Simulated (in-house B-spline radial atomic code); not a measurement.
**The sulfur ion S²⁺: [Ne] 3s2 3p2**

Computed with a radial B-spline atomic code at the basis-set limit: non-relativistic PBE, spin-polarised, spherical fractional occupations, point nucleus.

Screening seen three ways: the hydrogenic charge with the same mean radius, Z_r = [3n² - l(l+1)]/(2<r>), the one with the same energy, Z_e = n√(-2ε), and Slater's rules. Values are occupation-weighted means over spin.

```json
{"shell": "1s", "electrons": "2", "ε (eV)": "-2423.8", "<r> (bohr)": "0.09729", "Z_r": "15.42", "Z_e": "13.35", "Slater": "15.70"}
{"shell": "2s", "electrons": "2", "ε (eV)": "-235.95", "<r> (bohr)": "0.4805", "Z_r": "12.49", "Z_e": "8.33", "Slater": "11.85"}
{"shell": "2p", "electrons": "6", "ε (eV)": "-182.09", "<r> (bohr)": "0.4424", "Z_r": "11.30", "Z_e": "7.32", "Slater": "11.85"}
{"shell": "3s", "electrons": "2", "ε (eV)": "-38.961", "<r> (bohr)": "1.582", "Z_r": "8.54", "Z_e": "5.08", "Slater": "6.15"}
{"shell": "3p", "electrons": "2", "ε (eV)": "-29.014", "<r> (bohr)": "1.755", "Z_r": "7.12", "Z_e": "4.38", "Slater": "6.15"}
```

The least bound orbital is 3p up at -29.01 eV, and it is also the most diffuse (<r> = 1.755 bohr).
